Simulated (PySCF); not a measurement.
Species: cyclo-(Cl2GeSe)2.
Cartesian coordinates in Å at the PBE0-D3(BJ)/def2-SVP level; atoms count from 1:
```
atom  x, y, z in Å
Ge1   -1.0658   -0.3466    0.9736
Cl2   -1.1274   -2.0120    2.3207
Cl3   -2.8584    0.7671    1.3299
Se4    0.8772    0.9455    1.2623
Ge5    1.0996    0.3262   -0.9951
Cl6    1.1615    1.9911   -2.3425
Cl7    2.8922   -0.7873   -1.3500
Se8   -0.8406   -0.9696   -1.2826
```

Theory: PySCF 2.14.0, density-fitted response routines, TDDFT CAM-B3LYP/def2-SVPD, vertical, gas phase, core orbitals frozen in the response. The CAM-B3LYP/def2-SVPD calculation is non-relativistic and has no spin–orbit coupling, an omission that weighs most on germanium and selenium.

Transition dipole moments from the ground state, in atomic units and in the frame of the coordinates above (overall signs are arbitrary), for the states with f of 0.002 or more among the lowest 15:

| state | E (eV) | μx | μy | μz |
| --- | --- | --- | --- | --- |
| S5 | 5.011 | 0.226 | -0.376 | 0.125 |
| S6 | 5.600 | -0.111 | -0.126 | -0.172 |
| S7 | 5.711 | -0.339 | -0.380 | -0.493 |
| S9 | 5.932 | 0.254 | -0.373 | 0.140 |
| S15 | 6.364 | 0.789 | 0.251 | -0.725 |

(1) Work out the oscillator strengths.

(2) What angle do the transition dipoles of S5 and S9 make?

(3) What peak molar absorption coefficient would the strongest computed level give as a lone Gaussian band 0.4 eV wide at half height?

Answers

(1) f = (2/3) ΔE |μ|² with ΔE in hartree (27.2114 eV).

```json
{"state": "S5", "|μ|² (au)": "0.208", "|μ| (D)": "1.16", "f": "0.026"}
{"state": "S6", "|μ|² (au)": "0.058", "|μ| (D)": "0.61", "f": "0.008"}
{"state": "S7", "|μ|² (au)": "0.503", "|μ| (D)": "1.80", "f": "0.070"}
{"state": "S9", "|μ|² (au)": "0.223", "|μ| (D)": "1.20", "f": "0.032"}
{"state": "S15", "|μ|² (au)": "1.210", "|μ| (D)": "2.80", "f": "0.189"}
```

(2) |cos θ| = |μa·μb| / (|μa| |μb|) = 1.00, so θ ≈ 3° (taken between 0 and 90°, since the signs are arbitrary).

(3) ε(max) = 2.175×10⁸ f / FWHM, with the width in cm⁻¹. S15: 2.175×10⁸ × 0.1887 / 3226 ≈ 13000 L mol⁻¹ cm⁻¹.

One conformer stands for the species.
